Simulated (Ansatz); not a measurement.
## Energy profile

The step: BH₃O ([BH2][OH]) + H₂O + NH₃ → BNH₄ ([BH2][NH2]) + H₂O + H₂O (still joined by a long B–O bond); bonds formed: O2–H7, H5–O8; dative contacts that become bonds: B1–N6; bonds broken: H5–N6, H7–O8; bonds weakened to dative contacts: B1–O2 (atoms numbered as in the saddle structure below).

```csv
atom,x (Å),y (Å),z (Å)
B1,-0.9960,-0.4479,0.3400
O2,-0.0120,-1.2751,-0.5862
H3,-1.9379,-0.1457,-0.3533
H4,-1.2642,-1.1721,1.2732
H5,0.8239,0.8777,-0.1504
N6,-0.2124,0.8357,0.7575
H7,0.7992,-0.5842,-0.9028
O8,1.5664,0.4855,-0.9248
H9,0.3547,-2.0258,-0.1147
H10,-0.7970,1.6589,0.6995
H11,0.1576,0.7989,1.6993
H12,1.5178,0.9942,-1.7374
```

Electronic energies by CCSD(T) at an estimated basis limit (MP2 extrapolated from triple and quadruple zeta, plus CCSD(T) − MP2 in triple zeta), on PBE0-D4/def2-TZVP structures; BNH₈O₂, closed shell; no counterpoise correction. Ansatz 0.2.0; basis: def2-TZVPP and def2-QZVPP; cores frozen in the correlated methods. Extrapolation: Hartree–Fock as exp(−7.88 √X), correlation as X^−2.97.

(1) Give the profile in eV, counted from the separated reactants. (Judge from chemistry; the value comes from the calculation.)

T1 diagnostic: at most 0.014.

Results:

(1) By the calculation:
```
                                                                                                                             point      eV
 separated: BH₃O (linked as [BH2][OH]; B1, O2, H3, H4, H9; singlet) + NH₃ (H5, N6, H10, H11; singlet) + H₂O (H7, O8, H12; singlet)   0.000
                                                                                                                   start structure  -1.094
                                                                                                                            saddle  -0.196
                                                                                                                     end structure  -0.360
separated: BNH₄ (linked as [BH2][NH2]; B1, H3, H4, N6, H10, H11; singlet) + H₂O (O2, H7, H9; singlet) + H₂O (H5, O8, H12; singlet)  -0.040
```
The saddle lies below the separated reactants: the barrier is submerged.

For scale, one of the runs: CCSD(T)/def2-TZVPP, 236 basis functions (an equivalent command: `ansatz run in.yaml --threads 4`). The run took 93 s on 4 CPU threads (shared host), with 4.7 GiB of host memory at its peak.
